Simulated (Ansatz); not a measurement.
Compare A (`NBC[SiH2]Cl`) with its isomer B (`C[SiH2]B(N)Cl`).

Computed with Ansatz on PBE0-D4/def2-TZVP structures; ΔE is electronic, products minus reactants. CBS: MP2 limit from def2 TZ/QZ plus the TZ coupled-cluster correction, frozen cores. Functionals use def2-TZVPP. B3LYP here is the variant with VWN-RPA as its local correlation; programs differ in this. Each species was taken in one conformer, which may not be the lowest.

Q: Which is lower in electronic energy at CCSD(T)/CBS, and by how much? (Best estimate.)

A: Computed: A, by 42.5 kJ/mol.

Q: Give E(B) − E(A) in kJ/mol with MP2/def2-TZVPP, PBE-D4, ωB97M-V, B3LYP, B2PLYP, CCSD/def2-TZVPP, CCSD(T)/def2-TZVPP. (An estimate is asked.)

A: Computed: MP2/def2-TZVPP 45.8, PBE-D4 30.2, ωB97M-V 45.6, B3LYP 38.4, B2PLYP 41.4, CCSD/def2-TZVPP 42.0, CCSD(T)/def2-TZVPP 39.9. None reverses the order clearly.

Largest T1 diagnostic: 0.012.

From PBE to PBE0 (25 % exact exchange), in def2-TZVPP and without D4, E(B) − E(A) moves by +5.8 kJ/mol. In def2-TZVPP, CCSD(T) changes the Hartree–Fock value by −10.6 kJ/mol (the triples alone add −2.1 kJ/mol) and MP2 by −4.7 kJ/mol.
